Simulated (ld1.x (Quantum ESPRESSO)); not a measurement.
## Which change was made? (Be, TM)

ld1.x (Quantum ESPRESSO) 7.5 input, shortened:

```
&input
   title='Be', zed=4., rel=1, dft='PBESOL', iswitch=3,
   config='[He] 2s1 2p0'
 /
 &inputp
   pseudotype=2, tm=.true., lloc=1,
   nlcc=.false.
 /
2
1S  1  0   2.00   0.00  0.40  0.40  0.0
2P  2  1   0.00   0.00  3.60  3.60  0.0
 &test
   configts(1)='1s2 2s1 2p0'
 /
```

Occupied shells without a wave of their own: 2s. They enter only through the test configuration that unscreens the potential.

Cutoffs, loose and tight: the cutoffs (Ry, on a coarse ladder) from which the occupation-weighted sum of valence levels, in a spherical-Bessel basis at the reference potential, stays within 10 and 1 mRy of its value at 400 Ry. They do not see the model core or the augmentation charge, which bear on the density cutoff. Test errors are all-electron minus pseudo excitation energies from the reference, over the configurations 1s2 2s2 2p0; 1s2 2s0 2p0; 1s2 2s1.5 2p0; 1s2 2s0 2p2; 1s2 2s1 2p1; 1s2 2s0 2p1; 1s1 2s2 2p0; variants that change the core or the reference have their own tests.

The base gives: outcome: generated, misses its reference levels by 1.06 eV; bound ghosts: none; largest test error (meV): -1207.

Task: After one change the result is: outcome: generated, misses its reference levels by 0.97 eV; cutoff, loose: 260 Ry; cutoff, tight: over 300 Ry; bound ghosts: none; largest test error (meV): -984. Which change was it?
A. all radii scaled by about 1.27 (s 0.50, p 4.58 bohr)
B. all radii scaled by about 1.39 (s 0.56, p 4.98 bohr)
C. all radii scaled by about 0.75 (s 0.30, p 2.70 bohr)
D. all radii scaled by about 1.04 (s 0.42, p 3.76 bohr)
E. all radii scaled by about 0.83 (s 0.34, p 3.00 bohr)

Result: B. The others give: all radii scaled by about 1.27 (s 0.50, p 4.58 bohr) → outcome: generated, misses its reference levels by 1.04 eV; cutoff, loose: 300 Ry; cutoff, tight: over 300 Ry; bound ghosts: none; largest test error (meV): -1055 | all radii scaled by about 0.75 (s 0.30, p 2.70 bohr) → outcome: generated, misses its reference levels by 0.82 eV; bound ghosts: not determined; largest test error (meV): -1034 | all radii scaled by about 1.04 (s 0.42, p 3.76 bohr) → outcome: generated, misses its reference levels by 1.07 eV; cutoff, loose: over 300 Ry; cutoff, tight: over 300 Ry; bound ghosts: none; largest test error (meV): -1201 | all radii scaled by about 0.83 (s 0.34, p 3.00 bohr) → outcome: generated, misses its reference levels by 0.93 eV; bound ghosts: not determined; largest test error (meV): -1135.
